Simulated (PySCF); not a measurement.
Cl₂H₄OSi₂, SMILES [SiH2](Cl)O[SiH2]Cl.

The structure is a stationary point at B3LYP-D3(BJ)/def2-SVP. Other conformers were not sampled.

All values below come from SMD-B3LYP/6-31G* in PySCF.

Solvation free energies are E(SMD) − E(gas) at the gas-phase geometry, for 1 M in both phases. In vacuum the dipole moment is 1.95 D.

Computed solvation free energies in water, 1-octanol, chlorobenzene:
```
solvent        ΔG(solv) (kcal/mol)  its non-electrostatic (CDS) part  dipole (D)
-------------  -------------------  --------------------------------  ----------
water                          0.5                               2.9        2.46
1-octanol                     -3.4                              -1.4        2.39
chlorobenzene                 -3.7                              -2.0        2.36
```
